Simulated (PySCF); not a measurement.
C3H7BF2O.

```xyz
14

C      2.2448    -0.7049     1.0212
O      1.3337    -0.2875     0.0397
C      0.0008    -0.1210     0.4810
C     -0.7167    -1.4479     0.7825
B     -0.7851     0.7216    -0.5954
F     -2.0669     1.0005    -0.3986
F     -0.2370     1.1825    -1.7002
H      2.0483    -1.7319     1.3849
H      3.2477    -0.6875     0.5705
H      2.2420    -0.0264     1.8991
H     -0.0135     0.4900     1.4149
H     -0.2419    -1.9891     1.6148
H     -1.7658    -1.2636     1.0592
H     -0.6989    -2.1037    -0.1024
```
Charge 0, spin multiplicity 1.

Coordinates come from a B3LYP-D3(BJ)/def2-SVP optimisation. The structure was generated by enumeration; whether it is a known compound was not checked. Other conformers were not sampled.

All values below come from PBE/pcSseg-1 run with PySCF. Non-relativistic, no solvent.

Computed absolute GIAO shielding of each atom: isotropic value and principal components (ppm):
```tsv
atom	σ(iso)	σ11	σ22	σ33	span
C1	120.6	80.0	103.0	178.7	98.7
O2	296.5	242.9	297.4	349.0	106.0
C3	110.5	77.2	89.1	165.3	88.1
C4	166.3	144.7	170.7	183.6	38.9
B5	67.8	45.1	77.9	80.3	35.2
F6	234.1	53.5	277.1	371.6	318.1
F7	223.0	31.7	260.0	377.2	345.4
H8	27.5	23.3	25.8	33.4	10.1
H9	27.5	23.7	25.1	33.5	9.8
H10	28.4	24.7	26.1	34.5	9.8
H11	28.1	24.7	28.4	31.2	6.5
H12	29.3	24.6	28.9	34.4	9.8
H13	30.2	26.2	28.6	35.8	9.6
H14	30.4	27.1	28.0	36.0	8.9
```
